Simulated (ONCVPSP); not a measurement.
**Scattering properties, ONCV potential for Tb (Z = 65)**

- Element: Tb
- Generator: ONCVPSP 4.0.1
- Type: optimised norm-conserving Vanderbilt (ONCV)
- Functional: PBE
- Relativity: scalar-relativistic
- Frozen core: [Kr] 4d10 4f8
- Valence charge: 11
- Reference configuration: 5s2 5p6 5d1 6s2
- Partial waves: 5s+6s: rc 1.90 bohr, ncon 3, nbas 6, qcut 6.8 1/bohr, 2 projectors; 5p: rc 1.80 bohr, ncon 4, nbas 7, qcut 8.5 1/bohr, 1 projector; 5d: rc 3.75 bohr, ncon 3, nbas 7, qcut 4.5 1/bohr, 3 projectors, debl 3.4 Ha; f scattering state at 0.09 Ha: rc 3.80 bohr, ncon 4, nbas 7, qcut 3.2 1/bohr, 3 projectors, debl 2 Ha
- Local potential: polynomial inside 1.65 bohr (lpopt 4, dvloc0 0 Ha)
- Core correction: Teter function, fcfact 5.5, rcfact 1.75

The phase is arctan(r·R′/R) of the radial function R(r), unwrapped; energies in Ha, scanned from -3 to 5 Ha. A pole is an energy at which the radial function vanishes at the test radius. The pseudo phase is shifted by a multiple of π to meet the all-electron one at the reference energy, and phase errors are pseudo minus all-electron; the curves can meet again beyond the range given. Levels narrower than the energy grid can be missing from the lists of poles. n/a: not evaluated, since a narrow level or a reset projector energy made the automatic matching unsafe.

Q: For each channel, where are the poles, and over which energies does the pseudopotential scatter like the atom?

A:

```tsv
channel	radius (bohr)	reference energy (Ha)	poles, all-electron	poles, pseudo	unbroken range about the reference energy with phases within 0.05 rad	phase error 1 Ha above the reference energy (rad)
s	1.93	-0.15	-1.36	-1.36	the whole range	-0.000
p	1.83	-1.02	0.16	0.15	below 2.1	-0.002
d	3.81	-0.09	0.03, 1.44, 3.78	0.21, 3.82	-0.1 to 0.0	+2.839
f	3.86	0.09	0.96, 2.55, 4.91	0.94, 2.55, 4.98	n/a	n/a
```

Note: ghosts flagged at negative energy: d at -120.8 eV; GHOST(+) flagged for d at 147.5 eV, s at 246.3 eV, f at 253.1 eV. A true bound ghost makes a file unfit for plane-wave use.

Phases in the s channel:

| E (Ha) | all-electron | pseudo |
| --- | --- | --- |
| -2.98 | 0.968 | 0.968 |
| -2.76 | 0.770 | 0.770 |
| -2.54 | 0.345 | 0.345 |
| -2.32 | -0.431 | -0.431 |
| -2.10 | -1.031 | -1.031 |
| -1.88 | -1.311 | -1.311 |
| -1.66 | -1.456 | -1.456 |
| -1.44 | -1.545 | -1.545 |
| -1.22 | -1.609 | -1.609 |
| -1.00 | -1.659 | -1.659 |
| -0.78 | -1.703 | -1.703 |
| -0.56 | -1.744 | -1.744 |
| -0.34 | -1.786 | -1.786 |
| -0.12 | -1.831 | -1.831 |
| 0.10 | -1.882 | -1.882 |
| 0.32 | -1.945 | -1.945 |
| 0.54 | -2.025 | -2.025 |
| 0.76 | -2.135 | -2.135 |
| 0.98 | -2.294 | -2.294 |
| 1.20 | -2.535 | -2.536 |
| 1.42 | -2.894 | -2.896 |
| 1.64 | -3.335 | -3.338 |
| 1.86 | -3.724 | -3.728 |
| 2.08 | -3.994 | -3.997 |
| 2.30 | -4.169 | -4.172 |
| 2.52 | -4.287 | -4.289 |
| 2.74 | -4.369 | -4.372 |
| 2.96 | -4.430 | -4.433 |
| 3.18 | -4.477 | -4.479 |
| 3.40 | -4.514 | -4.517 |
| 3.62 | -4.545 | -4.548 |
| 3.84 | -4.570 | -4.573 |
| 4.06 | -4.592 | -4.595 |
| 4.28 | -4.611 | -4.615 |
| 4.50 | -4.628 | -4.632 |
| 4.72 | -4.643 | -4.647 |
| 4.94 | -4.657 | -4.662 |
